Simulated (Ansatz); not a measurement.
`O[SiH](O)[GeH3]` + `O[SiH2]F` → `O[SiH](O)O[SiH2]F` + GeH₄  (cleavage of the Si–Ge bond)

Program: Ansatz. Geometries: PBE0-D4/def2-TZVP. ΔE: electronic, gas phase. CBS: MP2 limit from def2 TZ/QZ plus the TZ coupled-cluster correction, frozen cores. DFT in def2-TZVPP. B3LYP here is the variant with VWN-RPA as its local correlation; programs differ in this. HSE06 is defined as in plane-wave codes. For Ge outer-core shells are correlated without core-valence functions, which leaves a few kJ/mol of doubt a bond. Scalar relativity is left out up to krypton. One conformer a species, not always the lowest.

```tsv
level	ΔE (kcal/mol)	difference from CCSD(T)/CBS
LDA (SPW92)	-28.0	4.6
PBE-D4	-26.5	6.1
BLYP-D4	-30.4	2.2
r2SCAN-D4	-31.8	0.8
B97M-V	-34.3	-1.7
PBE0-D4	-29.4	3.2
B3LYP-D4	-32.5	0.1
r2SCANh-D4	-32.3	0.3
r2SCAN0-D4	-33.1	-0.5
HSE06-D4	-29.3	3.3
BHLYP-D4	-35.9	-3.3
CAM-B3LYP-D4	-34.5	-1.9
ωB97X-V	-32.4	0.2
ωB97M-V	-32.8	-0.2
PBE	-26.1	6.5
revPBE	-25.6	7.0
BLYP	-29.7	2.9
r2SCAN	-31.6	1.0
B3LYP	-32.0	0.6
r2SCANh	-32.2	0.4
r2SCAN0	-32.9	-0.3
HSE06	-29.0	3.6
BHLYP	-35.7	-3.1
CAM-B3LYP	-34.2	-1.6
RPA@PBE/def2-TZVPP	-32.9	-0.3
HF/def2-SVP	-39.0	-6.4
MP2/def2-SVP	-34.2	-1.6
CCSD/def2-SVP	-34.3	-1.7
CCSD(T)/def2-SVP	-33.5	-0.9
HF/def2-TZVPP	-40.1	-7.5
MP2/def2-TZVPP	-33.6	-1.0
SCS-MP2/def2-TZVPP	-34.7	-2.1
CCSD/def2-TZVPP	-34.2	-1.6
CCSD(T)/def2-TZVPP	-33.2	-0.6
HF/def2-QZVPP	-40.8	-8.2
MP2/def2-QZVPP	-33.5	-0.9
SCS-MP2/def2-QZVPP	-34.7	-2.1
HF/CBS(def2)	-40.9	-8.3
MP2/CBS(def2)	-33.0	-0.4
CCSD/CBS(def2)	-33.6	-1.0
CCSD(T)/CBS	-32.6	0
```

Largest T1 diagnostic among the species: 0.012.

In def2-TZVPP, CCSD(T) changes the Hartree–Fock value by +6.9 kcal/mol (the triples alone add +1.0 kcal/mol) and MP2 by +6.5 kcal/mol. At CCSD(T), def2-SVP lies −0.9 kcal/mol from the extrapolated value and def2-TZVPP −0.6 kcal/mol.
